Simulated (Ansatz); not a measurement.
`[SiH3]/C=C/Cl` + H₂O → `O/C=C/[SiH3]` + HCl  (formal hydrolysis of a C–Cl bond)

Gas-phase electronic energies from Ansatz, PBE0-D4/def2-TZVP geometries. CCSD(T)/CBS adds triple-zeta CCSD(T) − MP2 to the extrapolated MP2 energy (def2 sets, frozen cores). This one scheme is used for every species. Double bonds are as drawn, so ΔE can hold a change between cis and trans. Functionals use def2-TZVPP. HSE06 is defined as in plane-wave codes. Each species was taken in one conformer, which may not be the lowest.

Problem. Is it downhill or uphill in electronic energy at CCSD(T)/CBS, and by how much? (Estimate.)

Solution. Computed: Nearly level: ΔE = +0.2 kcal/mol.

Problem. What do these levels give: LDA (SPW92), revPBE-D4, r2SCAN-D4, HSE06-D4, BLYP, r2SCAN, r2SCAN0, CCSD/def2-SVP, CCSD(T)/def2-SVP, HF/def2-TZVPP, MP2/def2-TZVPP, HF/CBS(def2)? (Best estimate.)

Solution. The calculation gave: LDA (SPW92) -3.8, revPBE-D4 -1.0, r2SCAN-D4 -2.3, HSE06-D4 -1.8, BLYP -2.0, r2SCAN -2.4, r2SCAN0 -2.4, CCSD/def2-SVP -6.1, CCSD(T)/def2-SVP -6.0, HF/def2-TZVPP -3.7, MP2/def2-TZVPP 0.2, HF/CBS(def2) -3.5 kcal/mol.

Problem. What do rigid-rotor, harmonic-oscillator terms from PBE0-D4/def2-TZVP frequencies (298.15 K, 1 bar) make of the CCSD(T)/CBS value? (Best estimate.)

Solution. The calculation gave: ΔZPE = -0.2 kcal/mol, ΔH = -0.3 kcal/mol, ΔS = -11 J/(mol·K), ΔG = +0.5 kcal/mol.

Largest T1 diagnostic among the species: 0.013.

From BLYP to BHLYP (50 % exact exchange), in def2-TZVPP and without D4, ΔE moves by −0.8 kcal/mol. At CCSD(T), def2-SVP lies −6.2 kcal/mol from the extrapolated value and def2-TZVPP −1.4 kcal/mol.
